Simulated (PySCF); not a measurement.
Work out the structure from these simulated measurements.

Formula: C5H9N3.

* Triplet: lowest triplet excitation (Tamm–Dancoff): 4.69 eV [TDA B3LYP/def2-SVPD]
* 1H NMR: chemical shifts (computed TMS as zero) by class: 9.43 (1 H), 2.78 (2 H), 2.52 (3 H), 1.26 (3 H) ppm [GIAO PBE0/pcSseg-1]
* Dipole: 2.71 D [B3LYP/def2-SVPD]
* UV, first state: lowest singlet excitation: 6.10 eV (203 nm, f = 0.004) [TDDFT B3LYP/def2-SVPD]
* UV, strongest line: among the 8 lowest singlet transitions: S3 at 6.65 eV (186 nm, f = 0.086) [TDDFT B3LYP/def2-SVPD]
* Rotational structure: rotational constants A, B, C: 5.222, 1.332, 1.166 GHz [GFN2-xTB]
* Polarisability: 79.4 au [B3LYP/def2-SVPD]
* 13C NMR: chemical shifts (computed TMS as zero) by class: 170.3 (1 C), 155.8 (1 C), 26.5 (1 C), 18.7 (1 C), 13.7 (1 C) ppm [GIAO PBE0/pcSseg-1]

Gas-phase values; electronic properties from PySCF, density fitting. Levels stand in brackets. Geometry: GFN2-xTB, one conformer, isolated molecule. NMR values are class means; diastereotopic atoms form classes of their own.

Problem. Propose a structure and show how it fits.

Solution. Numbering: `[CH3:1][CH2:2][c:3]1[n:4][nH:5][c:6]([CH3:7])[n:8]1`. Its formula, C5H9N3, gives 3 degrees of unsaturation: 1 ring and 2 π bonds in the structure found (Kekulé form). 5 carbons fall into 5 classes; from least to most shielded: substituted aromatic carbon [C3] (170.3 ppm), substituted aromatic carbon [C6] (155.8 ppm), benzylic-type carbon [C2] (26.5 ppm), methyl carbon [C1] (18.7 ppm), benzylic-type carbon [C7] (13.7 ppm). Hydrogen classes from least to most shielded: 1 H on a pyrrole-type nitrogen, N5 (9.43 ppm), 2 H on a benzylic-type carbon, C2 (2.78 ppm), 3 H on a benzylic-type carbon, C7 (2.52 ppm), 3 H on a methyl carbon, C1 (1.26 ppm). The optimised geometry has point group C1 and is an asymmetric top. Structure: `CCc1n[nH]c(C)n1`. Computed isomers that give other values at the same levels: `CC(C)n1ccnn1` (13C chemical shifts (computed TMS as zero) by class: 136.0 (1 C), 128.5 (1 C), 54.7 (1 C), 26.5 (2 C) ppm); `CCn1ncc(C)n1` (13C chemical shifts (computed TMS as zero) by class: 148.5 (1 C), 138.0 (1 C), 51.3 (1 C), 19.5 (1 C), 13.0 (1 C) ppm); `CCc1nncn1C` (13C chemical shifts (computed TMS as zero) by class: 158.4 (1 C), 147.1 (1 C), 30.8 (1 C), 22.6 (1 C), 16.1 (1 C) ppm). The assignments are read from this structure; whether some other isomer fits the data as well wasn't checked.

The values belong to the conformer `[CH3:1][CH2:2][c:3]1[n:4][nH:5][c:6]([CH3:7])[n:8]1`: C1–C2–C3–N4 -92°.
